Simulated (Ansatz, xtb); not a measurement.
**ClGeH5Si2: which of two structures lies lower**

Structure X is a singlet given by its coordinates and structure Y is `[SiH3][SiH2][Ge][Cl]`, a singlet. Both are isolated molecules in the gas phase, relaxed with PBE0-D3(BJ)/pcseg-1; the shapes shown needn't be the lowest conformers.

X (Å):

```xyz
9

Cl    0.0686   -2.6625    1.1194
Ge    0.7173   -0.2621   -0.0852
Si   -1.4822   -0.2578   -1.1826
Si   -0.3833   -0.7390    1.9954
H    -1.8750    1.1895   -1.2452
H    -2.5669   -1.0040   -0.4728
H    -1.4023   -0.7636   -2.5865
H     0.3450   -0.7220    3.2963
H    -1.8503   -0.7474    2.2679
```

Close contacts (Å): Cl1–Ge2 2.76, Cl1–Si4 2.16, Ge2–Si3 2.46, Ge2–Si4 2.40, Si3–H5 1.50, Si3–H6 1.50, Si3–H7 1.49, Si4–H8 1.49, Si4–H9 1.49.

Y (Å):

```xyz
9

Cl    2.0656   -0.7926    0.8138
Ge    1.4547   -2.9285    0.7464
Si   -1.9906   -1.1486    0.2350
Si   -0.3828   -2.4728   -0.8483
H    -1.3951    0.1706    0.5940
H    -2.4324   -1.8324    1.4891
H    -3.1884   -0.9340   -0.6312
H    -1.0180   -3.7465   -1.3176
H     0.1544   -1.7411   -2.0380
```

Estimate E(Y) − E(X) at the level CCSD(T)/def2-SVP + ΔMP2/def2-TZVPP.

Too close to call at this level: CCSD(T)/def2-SVP + ΔMP2/def2-TZVPP gives E(Y) − E(X) = −0.98 kcal/mol.

How the difference moves with the method:

```tsv
level	geometry	E(Y) − E(X) (kcal/mol)	departure from the last row (kcal/mol)	job, with rough time for the two
PBE0-D3(BJ)/pcseg-1	PBE0-D3(BJ)/pcseg-1	−3.57	−2.59	optimisation, 1.7 min
HF/def2-SVP	PBE0-D3(BJ)/pcseg-1	−5.92	−4.94	part of the CCSD(T) run
MP2/def2-SVP	PBE0-D3(BJ)/pcseg-1	−1.55	−0.57	part of the CCSD(T) run
CCSD(T)/def2-SVP	PBE0-D3(BJ)/pcseg-1	−3.10	−2.11	single point
CCSD(T)/def2-SVP + ΔMP2/def2-TZVPP	PBE0-D3(BJ)/pcseg-1	−0.98		single point, 41 s
```

The largest departure from CCSD(T)/def2-SVP + ΔMP2/def2-TZVPP is that of HF/def2-SVP, 4.94 kcal/mol. Levels run at GFN2-xTB geometries aren't shown. The last row adds to CCSD(T) the change of the MP2 difference between the two basis sets, here +2.11 kcal/mol.

With harmonic frequencies from PBE0-D3(BJ)/pcseg-1 (ideal gas, rigid rotor, one conformer each, 298.15 K, 1 atm): on the last row, ΔE + ΔZPE = −1.33 kcal/mol. A mode under 50 cm⁻¹ makes harmonic enthalpies and free energies unreliable, so none is given.

The correlated steps freeze 24 core orbitals; the filled d shell of Ge is correlated, in a basis made for valence electrons. Programs: Ansatz 0.2.0; the last row on 2 threads of Arm Neoverse V2 on a shared host.
